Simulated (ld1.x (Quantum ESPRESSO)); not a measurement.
## Scattering properties, PAW potential for aluminium

```json
{
  "Element": "aluminium",
  "Generator": "ld1.x (Quantum ESPRESSO) 7.5",
  "Type": "PAW",
  "Functional": "LDA (PZ)",
  "Relativity": "scalar-relativistic",
  "Frozen core": "[He]",
  "Valence charge": "11",
  "Reference configuration": "2s2 2p6 3s1.5 3p1.5",
  "Partial waves": "2s (bound): rcut 1.10, rcutus 1.25 bohr; 3s (bound): rcut 1.10, rcutus 1.25 bohr; 2p (bound): rcut 0.90, rcutus 1.00 bohr; 3p (bound): rcut 0.90, rcutus 1.00 bohr",
  "Local potential": "all-electron potential smoothed inside 0.85 bohr (lloc = -1)",
  "Core correction": "Bessel-smoothed model core, default radius (core density twice the valence density)",
  "Augmentation charge": "PSQ, radius 0.95 bohr"
}
```

The phase is arctan(r·u′/u) with u = r·R(r), unwrapped; energies in Ry, scanned from -10 to 5 Ry. A pole is an energy at which the radial function vanishes at the test radius. The pseudo phase is shifted by a multiple of π to meet the all-electron one at the reference energy, and phase errors are pseudo minus all-electron; the curves can meet again beyond the range given. Levels narrower than the energy grid can be missing from the lists of poles.

```
channel  radius (bohr)  reference energy (Ry)  poles, all-electron  poles, pseudo  unbroken range about the reference energy with phases within 0.05 rad  phase error 1 Ry above the reference energy (rad)
      s           1.35                  -0.61                -7.49          -7.49                                                        the whole range                                             -0.000
      p           1.35                  -0.23                -4.69          -4.69                                                        the whole range                                             -0.000
```

The ghost test of this file was not conclusive. Its overlap operator is not positive definite in a basis up to 400 Ry (lowest eigenvalue s -0.24), so the file is unfit for use: the generalised eigenproblem breaks down once the basis is large enough, and its test numbers describe a broken file.

Phases in the p channel:

| E (Ry) | all-electron | pseudo |
| --- | --- | --- |
| -10.00 | 1.299 | 1.299 |
| -9.76 | 1.293 | 1.293 |
| -9.52 | 1.287 | 1.287 |
| -9.28 | 1.281 | 1.280 |
| -9.04 | 1.273 | 1.273 |
| -8.80 | 1.266 | 1.265 |
| -8.56 | 1.257 | 1.257 |
| -8.32 | 1.247 | 1.247 |
| -8.08 | 1.235 | 1.235 |
| -7.84 | 1.222 | 1.222 |
| -7.60 | 1.206 | 1.206 |
| -7.36 | 1.187 | 1.187 |
| -7.12 | 1.164 | 1.163 |
| -6.88 | 1.133 | 1.133 |
| -6.64 | 1.091 | 1.091 |
| -6.40 | 1.029 | 1.028 |
| -6.16 | 0.927 | 0.927 |
| -5.92 | 0.734 | 0.733 |
| -5.68 | 0.281 | 0.280 |
| -5.44 | -0.598 | -0.598 |
| -5.20 | -1.192 | -1.192 |
| -4.96 | -1.439 | -1.439 |
| -4.72 | -1.561 | -1.561 |
| -4.48 | -1.634 | -1.634 |
| -4.24 | -1.683 | -1.683 |
| -4.00 | -1.720 | -1.720 |
| -3.76 | -1.749 | -1.749 |
| -3.52 | -1.773 | -1.773 |
| -3.28 | -1.794 | -1.794 |
| -3.04 | -1.813 | -1.813 |
| -2.80 | -1.831 | -1.831 |
| -2.56 | -1.847 | -1.848 |
| -2.32 | -1.864 | -1.864 |
| -2.08 | -1.880 | -1.880 |
| -1.84 | -1.897 | -1.897 |
| -1.60 | -1.914 | -1.914 |
| -1.36 | -1.931 | -1.931 |
| -1.12 | -1.950 | -1.950 |
| -0.88 | -1.969 | -1.969 |
| -0.64 | -1.990 | -1.990 |
| -0.40 | -2.013 | -2.013 |
| -0.16 | -2.037 | -2.037 |
| 0.08 | -2.064 | -2.064 |
| 0.32 | -2.094 | -2.094 |
| 0.56 | -2.127 | -2.127 |
| 0.80 | -2.164 | -2.164 |
| 1.04 | -2.206 | -2.206 |
| 1.28 | -2.254 | -2.254 |
| 1.52 | -2.309 | -2.309 |
| 1.76 | -2.373 | -2.373 |
| 2.00 | -2.447 | -2.448 |
| 2.24 | -2.533 | -2.534 |
| 2.48 | -2.634 | -2.635 |
| 2.72 | -2.749 | -2.752 |
| 2.96 | -2.881 | -2.884 |
| 3.20 | -3.027 | -3.031 |
| 3.44 | -3.183 | -3.188 |
| 3.68 | -3.341 | -3.347 |
| 3.92 | -3.496 | -3.502 |
| 4.16 | -3.639 | -3.646 |
| 4.40 | -3.768 | -3.774 |
| 4.64 | -3.880 | -3.887 |
| 4.88 | -3.978 | -3.984 |
